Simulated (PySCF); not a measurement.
# Unknowns

PySCF calculation with σ from GIAO-PBE0/pcSseg-1, J: B3LYP/pcJ-1 (spin–dipole term left out of most H,H and C,H couplings) and structure optimised with PBE0-D3(BJ)/def2-SVP; non-relativistic, no solvent model, single conformer, one averaged value for each set of equivalent atoms.

δ = σ(ref) − σ, references computed at the same level: TMS for 1H and 13C. Multiplet labels drop J under 1 Hz and among equivalent protons, and merge close values. Unscaled 3J(H,H) run several per cent high. One-bond C–F couplings are unscaled and too large by tens of Hz. Shifts are as computed. Against solution values, carbons near 30 ppm lie about +2 ppm off and those near 130 ppm about +5 ppm. Of 1211 compounds with measured shifts, 218 miss one by over three times the rms of a fit or turn the order of signals round; such compounds aren't used in these exercises.

Problem. C8H7F3O. 1H NMR (400 MHz, computed): δ 6.81 (qt, J = 2.6, 1.2 Hz, 1H), 5.95 (dq, J = 1.3, 1.1 Hz, 1H), 5.17 (q, J = 1.3 Hz, 1H), 5.04 (qd, J = 1.8, 1.1 Hz, 1H), 3.61 (s, 3H). 13C{1H} NMR (computed): δ 152.7 (C, q, J = 42.8 Hz), 151.4 (C), 144.1 (CH, q, J = 5.7 Hz), 138.0 (CH), 124.8 (C, q, J = 332.1 Hz), 119.9 (C, q, J = 2.6 Hz), 105.5 (CH2), 59.0 (CH3). What is it?

Solution. `C=C1C=C(C(F)(F)F)/C1=C\OC`. The formula gives 4 degrees of unsaturation (1 ring in the answer). 8 carbon signals for 8 carbons: no two carbons are equivalent. Carbon types of the structure: 4 × C, 2 × CH, 1 × CH2, 1 × CH3, which accounts for all hydrogens. δC 152.7, 151.4: fully substituted alkene carbon; as expected for a trigonal carbon in a double bond. δC 144.1: alkene CH; as expected for a trigonal carbon in a double bond. δC 124.8: CF3 carbon; 3 electronegative neighbours deshield it. δC 105.5: terminal =CH2 carbon; an sp2 carbon of a C=C bond.

The data come from this structure; uniqueness wasn't tested.

Problem. C4H5N. 1H NMR (400 MHz, computed): δ 6.05 (quint, J = 1.8 Hz, 1H), 5.95 (qd, J = 2.4, 1.4 Hz, 1H), 1.96 (t, J = 2.1 Hz, 3H). 13C{1H} NMR (computed): δ 139.8 (CH2), 127.6 (C), 123.7 (C), 24.2 (CH3). Identify the compound.

Solution. `C=C(C)C#N`. The formula gives 3 degrees of unsaturation (no ring in the answer). 4 carbon signals for 4 carbons: no two carbons are equivalent. Carbon types of the structure: 2 × C, 1 × CH2, 1 × CH3, which accounts for all hydrogens. δC 139.8: terminal =CH2 carbon; as expected for a trigonal carbon in a double bond. δC 127.6: fully substituted alkene carbon; as expected for a trigonal carbon in a double bond. δC 123.7: nitrile carbon; this is the usual window of a C≡N carbon, which has no attached hydrogen. δC 24.2: allylic methyl carbon; a saturated carbon with 1 carbon neighbour and no heteroatom attached.

The data come from this structure; uniqueness wasn't tested.
